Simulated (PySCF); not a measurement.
Numbering as in the mapped SMILES `[SiH3:1]/[CH:2]=[P:3]/[N:4]([SiH3:5])[SiH3:6]`. Hydrogens are named by the atom that carries them.

Geometry: PBE0-D3(BJ)/def2-SVP; GIAO shifts from PySCF 2.14, gas phase, non-relativistic, averaged over equivalent atoms.

At PBE0/pcSseg-1 (180 basis functions, 26 s wall time on 1 thread of an Arm Neoverse V2, shared host):
| atoms | δ (ppm) |
| --- | --- |
| Si5/Si6 | -44.8 |
| Si1 | -75.1 |
| C2 | 144.2 |
| P3 | 333.6 |
| N4 | 84.6 |
| H(C2) | 7.02 |
| H(Si5)/H(Si6) | 4.84 |
| H(Si1) | 4.43 |

Chemical shifts δ = σref − σ; TMS for $^{29}$Si (σ = 351.99 ppm) and $^{13}$C (σ = 184.41 ppm) and $^{1}$H (σ = 31.27 ppm); H3PO4 for $^{31}$P (σ = 310.13 ppm); $^{15}$N (σ = 265.67 ppm) against NH3, all at this level.

Q: Predict the values at PBE/pcSseg-1 on the same geometry.

A: 
```json
{"atoms": "Si5/Si6", "δ at PBE/pcSseg-1": "-47.8", "change": "-3.0"}
{"atoms": "Si1", "δ at PBE/pcSseg-1": "-80.2", "change": "-5.1"}
{"atoms": "C2", "δ at PBE/pcSseg-1": "140.5", "change": "-3.7"}
{"atoms": "P3", "δ at PBE/pcSseg-1": "318.2", "change": "-15.4"}
{"atoms": "N4", "δ at PBE/pcSseg-1": "95.1", "change": "+10.5"}
{"atoms": "H(C2)", "δ at PBE/pcSseg-1": "6.98", "change": "-0.04"}
{"atoms": "H(Si5)/H(Si6)", "δ at PBE/pcSseg-1": "4.98", "change": "+0.14"}
{"atoms": "H(Si1)", "δ at PBE/pcSseg-1": "4.51", "change": "+0.08"}
```

δ = σ(ref) − σ, references computed at the same level: $^{29}$Si (σ = 334.61 ppm) and $^{13}$C (σ = 180.03 ppm) and $^{1}$H (σ = 31.20 ppm) vs TMS; H3PO4 for $^{31}$P (σ = 295.64 ppm); $^{15}$N (σ = 265.06 ppm) vs NH3.

The largest change is at P3 (phosphorus bonded to C, N). Cost: 180 basis functions, 28 s wall time on 1 thread of an Arm Neoverse V2, shared host.

Experimental scales use liquid or dissolved standards, which lie at an offset from isolated NH3 (liquid NH3: subtract about 20 ppm) and H3PO4.
